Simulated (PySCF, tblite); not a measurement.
Isomers of C5H12O2SSi, one GFN2-xTB conformer each. Single-point energies are computed at PBE0/pcSseg-1 (PySCF, gas phase, no added dispersion term), electronic only.

```csv
SMILES,GFN2-xTB relative energy (kJ/mol)
CS[SiH2]OC(C)(C)C=O,0.0
CC(=O)[C@@H](S)CC[SiH2]O,51.2
```

Conformers: `[CH3:1][S:2][SiH2:3][O:4][C:5]([CH3:6])([CH3:7])[CH:8]=[O:9]` with C1–S2–Si3–O4 174°, S2–Si3–O4–C5 46°, Si3–O4–C5–C6 -81°, O4–C5–C8–O9 -165°; `[CH3:1][C:2](=[O:3])[C@@H:4]([SH:5])[CH2:6][CH2:7][SiH2:8][OH:9]` with C1–C2–C4–S5 93°, C2–C4–S5–H 60°, C2–C4–C6–C7 67°, C4–C6–C7–Si8 63°, C6–C7–Si8–O9 -75°.

Q: What does PBE0/pcSseg-1 give for the same structures?

A: 
```csv
SMILES,PBE0/pcSseg-1 E (Eh),PBE0/pcSseg-1 (kJ/mol),GFN2-xTB (kJ/mol),point group
CC(=O)[C@@H](S)CC[SiH2]O,-1035.20409,0.0,51.2,C1
CS[SiH2]OC(C)(C)C=O,-1035.20246,4.3,0.0,C1
```

GFN2-xTB puts CS[SiH2]OC(C)(C)C=O lowest instead. As drawn, the lower has an O–H bond, an S–H bond and an Si–C bond, which the higher lacks. Neighbours under 10 kJ/mol apart (CC(=O)[C@@H](S)CC[SiH2]O and CS[SiH2]OC(C)(C)C=O) can change places with a better method, another conformer or zero-point energy.

Q: Which frontier levels, dipoles and rotational constants go with these structures?

A: 
```
                  SMILES  HOMO (eV, PBE0/pcSseg-1)  LUMO (eV)  dipole (D)       A, B, C (MHz)
CC(=O)[C@@H](S)CC[SiH2]O                     -6.84      -0.65        3.30  1555, 718.6, 652.8
     CS[SiH2]OC(C)(C)C=O                     -7.00      -0.86        3.10  2954, 560.0, 530.2
```

Q: What happens when harmonic zero-point energies from GFN2-xTB frequencies are added?

A: 
```csv
SMILES,ZPE (kJ/mol),electronic (kJ/mol),with ZPE (kJ/mol)
CC(=O)[C@@H](S)CC[SiH2]O,414.9,0.0,0.0
CS[SiH2]OC(C)(C)C=O,420.0,4.3,9.3
```

The zero-point energies span 5.1 kJ/mol. The order is unchanged.
